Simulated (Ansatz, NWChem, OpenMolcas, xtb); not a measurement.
**Ligand exchange: C3H4 + Cd(CH3)F → C2HF + Cd(CH3)2**

Gas-phase species: C3H4 (propyne) `C#CC`, singlet; Cd(CH3)F, singlet; C2HF (fluoroacetylene) `C#CF`, singlet; Cd(CH3)2 (dimethylcadmium), singlet. The partners trade CH3 for F: C–CH3 and Cd–F bonds give way to C–F and Cd–CH3.

Shapes, held fixed at every level: PBE0-D4/def2-TZVP. Programs: Ansatz 0.2.0, NWChem 7.3.0, OpenMolcas 26.06, xtb 6.7.1. A level may come from different programs for different species; with the same settings they agree closely. Electronic energies: no zero-point or thermal term.

```json
{"level": "GFN0-xTB", "kind": "semi-empirical", "ΔE (kJ/mol)": "+219.4", "less CCSD(T)/def2-TZVPP": "+29.2"}
{"level": "HF/def2-SVP", "kind": "Hartree–Fock", "ΔE (kJ/mol)": "+211.4", "less CCSD(T)/def2-TZVPP": "+21.2"}
{"level": "HF/def2-TZVPP", "kind": "Hartree–Fock", "ΔE (kJ/mol)": "+215.4", "less CCSD(T)/def2-TZVPP": "+25.2"}
{"level": "r2SCAN-D4/def2-TZVPP", "kind": "meta-GGA", "ΔE (kJ/mol)": "+199.2", "less CCSD(T)/def2-TZVPP": "+9.0"}
{"level": "r2SCAN0-D4/def2-TZVPP", "kind": "global hybrid", "ΔE (kJ/mol)": "+197.8", "less CCSD(T)/def2-TZVPP": "+7.6"}
{"level": "wB97X-V/def2-TZVPP", "kind": "range-separated hybrid", "ΔE (kJ/mol)": "+197.9", "less CCSD(T)/def2-TZVPP": "+7.7"}
{"level": "B2PLYP/def2-TZVPP", "kind": "double hybrid", "ΔE (kJ/mol)": "+199.7", "less CCSD(T)/def2-TZVPP": "+9.5"}
{"level": "CCSD/def2-TZVPP", "kind": "coupled cluster or CI", "ΔE (kJ/mol)": "+194.0", "less CCSD(T)/def2-TZVPP": "+3.8"}
{"level": "CCSD(T)/def2-TZVPP", "kind": "coupled cluster or CI", "ΔE (kJ/mol)": "+190.2", "less CCSD(T)/def2-TZVPP": "0.0"}
```

The highest level, CCSD(T)/def2-TZVPP, gives ΔE = +190.2 kJ/mol; the levels span +190.2 to +219.4. The column of differences is taken from that level and isn't an error. No measured value is set beside it here. For atoms past krypton def2 sets carry core potentials with scalar relativity. Outer-core shells of Cd are correlated, in sets that cover them unevenly. CCSD(T)/def2-TZVPP lies outside the range of the other correlated levels here, so it shouldn't be taken on trust.
